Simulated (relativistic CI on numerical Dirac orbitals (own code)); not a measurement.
Forbidden transitions in Nd LI

These numbers are calculated, not measured: Dirac-Coulomb-Breit CI, separate exchange-only KLI orbitals for each configuration, a model potential for QED, unscaled Slater integrals (own radial code, finite nucleus).

CI space (outside the closed core 1s2): 2s²2p⁶, 2s²2p⁵3s, 2s²2p⁵3p, 2s²2p⁵3d, 2s2p⁶3s, 2s2p⁶3p, 2s2p⁶3d, 2s²2p⁵4s, 2s²2p⁵4p, 2s²2p⁵4d, 2s²2p⁵4f, 2s2p⁶4s, 2s²2p⁴3s², 2s2p⁶4p, 2s2p⁶4d, 2s2p⁶4f, 2s²2p⁴3s3p, 2s²2p⁵5s, 2s²2p⁵5p, 2s²2p⁵5d, 2s²2p⁵5f, 2s²2p⁵5g, 2s²2p⁴3s3d, 2s²2p⁴3p², 2s²2p⁴3p3d, 2s2p⁵3s², 2s²2p⁴3d², 2s2p⁵3s3p, 2s2p⁵3s3d, 2s2p⁵3p², 2s2p⁶5s, 2s2p⁶5p, 2s2p⁶5d, 2s2p⁶5f, 2s2p⁶5g, 2s2p⁵3p3d. Levels of other configurations are missing.

```tsv
λ vac (Å)	Lower	Upper	Type	A (s⁻¹)	log gf
1.4900	2s²2p⁶ ¹S0 [1]	2s²2p⁵5f ¹D2 [103]	E2	1.43e+12	-2.62
1.8712	2s²2p⁶ ¹S0 [1]	2s2p⁶3d ¹D2 [37]	E2	3.07e+12	-2.09
1.8830	2s²2p⁶ ¹S0 [1]	2s2p⁶3d ³D2 [35]	E2	8.09e+11	-2.67
1.9812	2s²2p⁶ ¹S0 [1]	2s²2p⁵3d ³P°2 [28]	M2	4.54e+09	-4.87
2.0339	2s²2p⁶ ¹S0 [1]	2s²2p⁵3p ³D2 [23]	E2	2.70e+11	-3.08
2.1662	2s²2p⁶ ¹S0 [1]	2s²2p⁵3d ¹D°2 [15]	M2	1.92e+10	-4.17
2.2273	2s²2p⁶ ¹S0 [1]	2s²2p⁵3p ³P2 [8]	E2	2.32e+11	-3.06
2.2890	2s²2p⁶ ¹S0 [1]	2s²2p⁵3p ³D2 [5]	E2	2.36e+11	-3.03
2.2900	2s²2p⁶ ¹S0 [1]	2s²2p⁵3p ³P1 [4]	M1	3.09e+09	-5.14
2.3366	2s²2p⁶ ¹S0 [1]	2s²2p⁵3s ³P°2 [2]	M2	6.04e+08	-5.61
23.322	2s²2p⁵3p ³D2 [5]	2s²2p⁵3p ³D1 [20]	M1	1.15e+09	-3.55
23.446	2s²2p⁵3s ¹P°1 [3]	2s²2p⁵3s ³P°0 [18]	M1	1.39e+09	-3.94
```

Terms are leading LS components. Brackets give the number of a level in order of energy, since labels repeat. The list gives strong lines, with weight on those to low levels, among the lowest 157 of 838 levels, so that lines to higher ones, which can be the strongest, are missing. Levels whose partners in the same complex of configurations lie outside the list can be far off, and so can their lines. Rates are taken at the computed energies, electric ones in the length gauge.

At this charge energies of transitions that change n are usually good to better than 1 %, and those within a shell (Δn = 0) to a few per cent.

LS names give the leading component of a level, which can be under half, so a name can repeat, a term be missing and a line seem to break the LS rules.
